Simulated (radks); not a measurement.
Q: Nd+, 59 electrons, occupied as [Kr] 4d10 4f4 5p6 6s1 5d2 (not the ground configuration). All-electron calculation, scalar-relativistic Kohn-Sham, PBE, spin-polarised, spherical densities, finite nucleus; open shells are filled with parallel spins first (spin-orbit coupling, left out, can overturn this in heavy ions); Fermi nuclear charge, rms radius 4.9123 fm. Program: a radial shooting solver on a logarithmic mesh with Libxc functionals. Some entries of the table are withheld. Estimate them.

| orbital | occ. | eigenvalue (eV) | <1/r> (bohr^-1) |
|---|---|---|---|
| 1s up | 1 | -43411.34 | 66.04 |
| 1s down | 1 | -43411.34 | 66.04 |
| 2s up | 1 | -7032.229 | 15.26 |
| 2s down | 1 | -7032.144 | 15.26 |
| 2p up | 3 | -6288.169 | 14.39 |
| 2p down | 3 | -6288.105 | 14.39 |
| 3s up | 1 | -1535.722 | 5.561 |
| 3s down | 1 | -1534.555 | 5.564 |
| 3p up | 3 | -1301.012 | 5.255 |
| 3p down | 3 | -1299.847 | 5.258 |
| 3d up | 5 | -975.2123 | 4.987 |
| 3d down | 5 | -974.2824 | 4.990 |
| 4s up | 1 | -316.7375 | 2.325 |
| 4s down | 1 | -313.5532 | 2.326 |
| 4p up | 3 | -239.9043 | 2.142 |
| 4p down | 3 | -236.7001 | 2.143 |
| 4d up | 5 | -130.6159 | 1.873 |
| 4d down | 5 | -127.3650 | 1.874 |
| 5p up | 3 | -33.3380 | 0.7842 |
| 5p down | 3 | -30.6800 | 0.7783 |
| 4f up | 4 | (1) | 1.307 |
| 4f down | 0 | (2) | 1.297 |
| 5d up | 2 | -10.4904 | 0.5202 |
| 6s up | 1 | -9.7828 | 0.3460 |
| 5d down | 0 | -8.2068 | 0.5094 |

A: 
(1) 4f up eigenvalue (eV): -14.9214
(2) 4f down eigenvalue (eV): -11.7246
